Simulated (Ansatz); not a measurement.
The cluster HfO3⁻. The state is a quartet with charge -1. Geometry r2SCAN-D4/def2-TZVPD.

```xyz
4

Hf   -0.290    0.354    0.096
O    -1.129   -0.708   -1.146
O     0.025   -0.714    1.749
O     1.394    1.068   -0.698
```

In the def2 sets Hf takes a core potential; there is no spin–orbit coupling. LC-ωPBE has ω = 0.4 bohr⁻¹. At PBE-D4/def2-TZVPD, r2SCAN-D4/def2-TZVPD the highest occupied level of the charge -1 quartet lies above zero (up to 0.71 eV). It is a level of α spin, whose loss leaves a triplet; that state wasn't run at this geometry and level. The electron is either unbound and held by the finite basis, or the level is raised by self-interaction error. At PBE0-D4/def2-TZVPD a doublet of charge -1 lies 1.54 eV below the quartet, each at its own geometry. The structure comes from a short search, and lower isomers may exist.

**Question.** Estimate the α-spin orbital energies around the gap (eV) in Ansatz with PBE-D4/def2-TZVPD, r2SCAN-D4/def2-TZVPD, PBE0-D4/def2-TZVPD, r2SCAN0-D4/def2-TZVPD, LC-ωPBE/def2-TZVPD.

**Answer.** 
```json
{"orbital": "HOMO−13", "PBE-D4/def2-TZVPD": "-28.53", "r2SCAN-D4/def2-TZVPD": "-29.59", "PBE0-D4/def2-TZVPD": "-31.18", "r2SCAN0-D4/def2-TZVPD": "-31.86", "LC-ωPBE/def2-TZVPD": "-34.36"}
{"orbital": "HOMO−12", "PBE-D4/def2-TZVPD": "-18.09", "r2SCAN-D4/def2-TZVPD": "-19.72", "PBE0-D4/def2-TZVPD": "-21.69", "r2SCAN0-D4/def2-TZVPD": "-22.79", "LC-ωPBE/def2-TZVPD": "-24.59"}
{"orbital": "HOMO−11", "PBE-D4/def2-TZVPD": "-17.74", "r2SCAN-D4/def2-TZVPD": "-19.39", "PBE0-D4/def2-TZVPD": "-21.32", "r2SCAN0-D4/def2-TZVPD": "-22.42", "LC-ωPBE/def2-TZVPD": "-24.19"}
{"orbital": "HOMO−10", "PBE-D4/def2-TZVPD": "-17.22", "r2SCAN-D4/def2-TZVPD": "-18.08", "PBE0-D4/def2-TZVPD": "-19.33", "r2SCAN0-D4/def2-TZVPD": "-19.87", "LC-ωPBE/def2-TZVPD": "-21.27"}
{"orbital": "HOMO−9", "PBE-D4/def2-TZVPD": "-4.55", "r2SCAN-D4/def2-TZVPD": "-5.33", "PBE0-D4/def2-TZVPD": "-6.94", "r2SCAN0-D4/def2-TZVPD": "-7.54", "LC-ωPBE/def2-TZVPD": "-10.19"}
{"orbital": "HOMO−8", "PBE-D4/def2-TZVPD": "-4.55", "r2SCAN-D4/def2-TZVPD": "-5.31", "PBE0-D4/def2-TZVPD": "-6.92", "r2SCAN0-D4/def2-TZVPD": "-7.54", "LC-ωPBE/def2-TZVPD": "-10.18"}
{"orbital": "HOMO−7", "PBE-D4/def2-TZVPD": "-3.78", "r2SCAN-D4/def2-TZVPD": "-4.24", "PBE0-D4/def2-TZVPD": "-5.85", "r2SCAN0-D4/def2-TZVPD": "-6.20", "LC-ωPBE/def2-TZVPD": "-8.99"}
{"orbital": "HOMO−6", "PBE-D4/def2-TZVPD": "-3.45", "r2SCAN-D4/def2-TZVPD": "-3.95", "PBE0-D4/def2-TZVPD": "-5.52", "r2SCAN0-D4/def2-TZVPD": "-5.89", "LC-ωPBE/def2-TZVPD": "-8.65"}
{"orbital": "HOMO−5", "PBE-D4/def2-TZVPD": "-3.36", "r2SCAN-D4/def2-TZVPD": "-3.63", "PBE0-D4/def2-TZVPD": "-5.16", "r2SCAN0-D4/def2-TZVPD": "-5.51", "LC-ωPBE/def2-TZVPD": "-8.35"}
{"orbital": "HOMO−4", "PBE-D4/def2-TZVPD": "-3.20", "r2SCAN-D4/def2-TZVPD": "-3.35", "PBE0-D4/def2-TZVPD": "-4.81", "r2SCAN0-D4/def2-TZVPD": "-5.17", "LC-ωPBE/def2-TZVPD": "-7.93"}
{"orbital": "HOMO−3", "PBE-D4/def2-TZVPD": "-3.14", "r2SCAN-D4/def2-TZVPD": "-3.33", "PBE0-D4/def2-TZVPD": "-4.28", "r2SCAN0-D4/def2-TZVPD": "-4.27", "LC-ωPBE/def2-TZVPD": "-6.42"}
{"orbital": "HOMO−2", "PBE-D4/def2-TZVPD": "-3.00", "r2SCAN-D4/def2-TZVPD": "-3.04", "PBE0-D4/def2-TZVPD": "-4.03", "r2SCAN0-D4/def2-TZVPD": "-4.00", "LC-ωPBE/def2-TZVPD": "-6.22"}
{"orbital": "HOMO−1", "PBE-D4/def2-TZVPD": "-2.68", "r2SCAN-D4/def2-TZVPD": "-3.02", "PBE0-D4/def2-TZVPD": "-3.96", "r2SCAN0-D4/def2-TZVPD": "-3.92", "LC-ωPBE/def2-TZVPD": "-6.20"}
{"orbital": "HOMO", "PBE-D4/def2-TZVPD": "0.71", "r2SCAN-D4/def2-TZVPD": "0.55", "PBE0-D4/def2-TZVPD": "-0.09", "r2SCAN0-D4/def2-TZVPD": "-0.22", "LC-ωPBE/def2-TZVPD": "-2.34"}
{"orbital": "LUMO", "PBE-D4/def2-TZVPD": "3.03", "r2SCAN-D4/def2-TZVPD": "3.23", "PBE0-D4/def2-TZVPD": "3.46", "r2SCAN0-D4/def2-TZVPD": "3.58", "LC-ωPBE/def2-TZVPD": "4.58"}
{"orbital": "LUMO+1", "PBE-D4/def2-TZVPD": "3.04", "r2SCAN-D4/def2-TZVPD": "3.27", "PBE0-D4/def2-TZVPD": "3.53", "r2SCAN0-D4/def2-TZVPD": "3.69", "LC-ωPBE/def2-TZVPD": "4.66"}
{"orbital": "LUMO+2", "PBE-D4/def2-TZVPD": "3.33", "r2SCAN-D4/def2-TZVPD": "3.69", "PBE0-D4/def2-TZVPD": "3.75", "r2SCAN0-D4/def2-TZVPD": "3.96", "LC-ωPBE/def2-TZVPD": "4.87"}
{"orbital": "LUMO+3", "PBE-D4/def2-TZVPD": "3.52", "r2SCAN-D4/def2-TZVPD": "3.94", "PBE0-D4/def2-TZVPD": "4.08", "r2SCAN0-D4/def2-TZVPD": "4.31", "LC-ωPBE/def2-TZVPD": "5.35"}
{"orbital": "LUMO+4", "PBE-D4/def2-TZVPD": "3.89", "r2SCAN-D4/def2-TZVPD": "4.37", "PBE0-D4/def2-TZVPD": "4.55", "r2SCAN0-D4/def2-TZVPD": "4.81", "LC-ωPBE/def2-TZVPD": "6.05"}
{"orbital": "LUMO+5", "PBE-D4/def2-TZVPD": "4.04", "r2SCAN-D4/def2-TZVPD": "4.53", "PBE0-D4/def2-TZVPD": "4.80", "r2SCAN0-D4/def2-TZVPD": "5.07", "LC-ωPBE/def2-TZVPD": "6.20"}
{"orbital": "β HOMO", "PBE-D4/def2-TZVPD": "-2.09", "r2SCAN-D4/def2-TZVPD": "-2.34", "PBE0-D4/def2-TZVPD": "-3.27", "r2SCAN0-D4/def2-TZVPD": "-3.30", "LC-ωPBE/def2-TZVPD": "-5.83"}
{"orbital": "β LUMO", "PBE-D4/def2-TZVPD": "-1.63", "r2SCAN-D4/def2-TZVPD": "-1.02", "PBE0-D4/def2-TZVPD": "-0.10", "r2SCAN0-D4/def2-TZVPD": "0.37", "LC-ωPBE/def2-TZVPD": "2.30"}
```
